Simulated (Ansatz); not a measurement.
Reaction (germylene formation by 1,1-elimination): `[F][GeH]([Cl])[Br]` → `FBr` + `[Cl][GeH]`

Program: Ansatz. Geometries: PBE0-D4/def2-TZVP. ΔE: electronic, gas phase. CBS: MP2 limit from def2 TZ/QZ plus the TZ coupled-cluster correction, frozen cores. DFT in def2-TZVPP. For Br, Ge outer-core shells are correlated without core-valence functions, which leaves a few kJ/mol of doubt a bond. Scalar relativity is left out up to krypton.

(1) Is it downhill or uphill in electronic energy at CCSD(T)/CBS, and by how much? (Best estimate.)

(2) What do these levels give: BLYP-D4, PBE0-D4, r2SCANh-D4, r2SCAN0-D4, ωB97M-V, B2PLYP, PBE-QIDH, revPBE, BHLYP, CCSD(T)/def2-TZVPP, SCS-MP2/def2-QZVPP, CCSD/CBS(def2)? (Best estimate.)

Largest T1 diagnostic among the species: 0.013.

## Answers

(1) The calculation gave: Uphill: ΔE = +118.5 kcal/mol.

(2) Computed: BLYP-D4 103.7, PBE0-D4 118.5, r2SCANh-D4 122.9, r2SCAN0-D4 125.1, ωB97M-V 115.5, B2PLYP 115.9, PBE-QIDH 126.6, revPBE 104.9, BHLYP 117.0, CCSD(T)/def2-TZVPP 120.9, SCS-MP2/def2-QZVPP 121.5, CCSD/CBS(def2) 118.7 kcal/mol.

At CCSD(T), def2-SVP lies +2.0 kcal/mol from the extrapolated value and def2-TZVPP +2.3 kcal/mol. From BLYP to BHLYP (50 % exact exchange), in def2-TZVPP and without D4, ΔE moves by +17.0 kcal/mol. Leaving LDA and LC-ωPBE aside and taking each functional with its dispersion term where it has one, the values spread over 22.9 kcal/mol, from BLYP-D4 to PBE-QIDH. LDA lies +10.8 kcal/mol from PBE without D4.
